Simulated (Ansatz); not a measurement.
# Interaction energy ladder

The pair of H2Te (SMILES [TeH2], atoms 1–3) and SbH3 (SMILES [SbH3], atoms 4–7), both closed shells, in one local arrangement (a lower one may exist), relaxed at PBE0-D4/def2-TZVP:

```json
{"atom": "Te1", "x (Å)": "0.2798", "y (Å)": "0.4948", "z (Å)": "-2.4350"}
{"atom": "H2", "x (Å)": "-0.0942", "y (Å)": "-1.1025", "z (Å)": "-2.2221"}
{"atom": "H3", "x (Å)": "0.3524", "y (Å)": "0.2709", "z (Å)": "-4.0799"}
{"atom": "Sb4", "x (Å)": "-0.0994", "y (Å)": "0.0450", "z (Å)": "1.4730"}
{"atom": "H5", "x (Å)": "-0.4038", "y (Å)": "-1.2930", "z (Å)": "2.4866"}
{"atom": "H6", "x (Å)": "-1.2218", "y (Å)": "1.0129", "z (Å)": "2.3165"}
{"atom": "H7", "x (Å)": "1.1870", "y (Å)": "0.5719", "z (Å)": "2.4608"}
```

Computed with Ansatz 0.2.0 (basis: def2-TZVPPD, with def2-QZVPPD for the basis limit); correlated methods freeze the cores. Filled d shells of the heavier atoms are correlated. Core potentials replace the inner electrons of the atoms past krypton. The def2 sets are not built for correlating such inner shells, so the correlated values are less sure here. Extrapolation: Hartree–Fock as exp(−7.88 √X), correlation as X^−2.97. Interaction energies count from these two fragments, frozen as in the pair, with the counterpoise correction; negative means bound.

**Question.** What is the interaction energy by CCSD(T) at an estimated basis limit (MP2 extrapolated from triple and quadruple zeta, plus CCSD(T) − MP2 in triple zeta)? (Judge from chemistry; the value comes from the calculation.)

**Answer.** By the calculation: -1.64 kcal/mol. Hartree–Fock alone gives 1.16 kcal/mol at the basis limit, so without correlation the pair would not bind at this distance. Plain CCSD(T) in triple zeta gives -0.95 kcal/mol; the step to the limit is large here, so the limit is uncertain. It counts from the two fragments frozen as in the pair.

**Question.** Which atoms make the shortest contact between the fragments?

**Answer.** H2 and Sb4, 3.87 Å apart.

Basis-set superposition shift (counterpoise-corrected less uncorrected): CCSD(T) 0.55; MP2 0.55; HF 0.02; PBE0-D4 0.02; wB97M-V 0.03 kcal/mol.

No T1 diagnostic of these runs exceeds 0.015.

For scale, one of the runs: CCSD(T)/def2-TZVPPD, 200 basis functions, launched by `ansatz run in.yaml --threads 4 --pin off --events-out ev --progress --plain --max-ram 9574MiB`. Hardware: 4 CPU threads of an AMD EPYC 9R45, shared host. Wall time 25 s; peak host memory 3 GiB.
